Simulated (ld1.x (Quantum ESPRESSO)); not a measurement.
**Ga: one change to an RRKJ potential, before and after**

- Element: Ga (Z = 31)
- Generator: ld1.x (Quantum ESPRESSO) 7.5
- Type: norm-conserving RRKJ (Kleinman–Bylander form)
- Functional: PBE
- Relativity: scalar-relativistic
- Frozen core: [Ar] 3d10
- Valence charge: 3
- Reference configuration: 4s2 4p1
- Partial waves: 4s (bound): rc 1.60 bohr; 4p (bound): rc 2.80 bohr
- Local potential: all-electron potential smoothed inside 2.15 bohr (lloc = -2)
- Core correction: Bessel-smoothed model core, default radius (core density twice the valence density)
- rho0: 0.005

Change: all radii but the core radius scaled by about 1.35 (s 2.16, p 3.78 bohr); local potential all-electron potential smoothed inside 2.90 bohr (lloc = -2).

Cutoffs: the cutoffs (Ry, on a coarse ladder) from which the occupation-weighted sum of valence levels, in a spherical-Bessel basis at the reference potential, stays within 10 and 1 mRy of its value at 400 Ry; they do not see the model core or the augmentation charge, which bear on the density cutoff. Errors are all-electron minus pseudo energies relative to the spin-unpolarised reference configuration.

Question: Predict the effect on cutoff, ghosts and configuration errors.

Answer: The potential gets softer (18 Ry and 45 Ry → 18 Ry and 35 Ry); a bound ghost appears in s, which as a rule spoils a file; the number of tests that count goes from 7 to 1. A larger radius leaves more room for a smooth pseudo-wave, so fewer plane waves are needed.

```csv
quantity,base,changed
"cutoff, loose",18 Ry,18 Ry
"cutoff, tight",45 Ry,35 Ry
loose cutoff by channel (10 mRy a level),"s 12 Ry, p 6 Ry","s 15 Ry, p 6 Ry"
bound ghosts,none,s
"tests counted (converged, no solver errors)",7 of 7,1 of 7
"error for 4s0 4p3, meV [ΔE 13.37 eV]",-68,-36
```

Changed file: Tests not counted: 4s2 4p0 (solver errors, printed error -20.4 eV); 4s1 4p0 (solver errors, printed error -5.9 eV); 4s2 4p0.5 (solver errors, printed error -28.3 eV); 4s1 4p1 (solver errors, printed error +8.4 eV); 4s2 4p1.3 (pseudo-atom not self-consistent, printed error +362 meV); 4s1 4p2 (solver errors, printed error +6.2 eV). A true bound ghost makes a file unfit for plane-wave use even where its test errors are small: the radial tests pick states by their node count and pass the ghost by. Where a test does run into it, the solver fails or the error is huge.
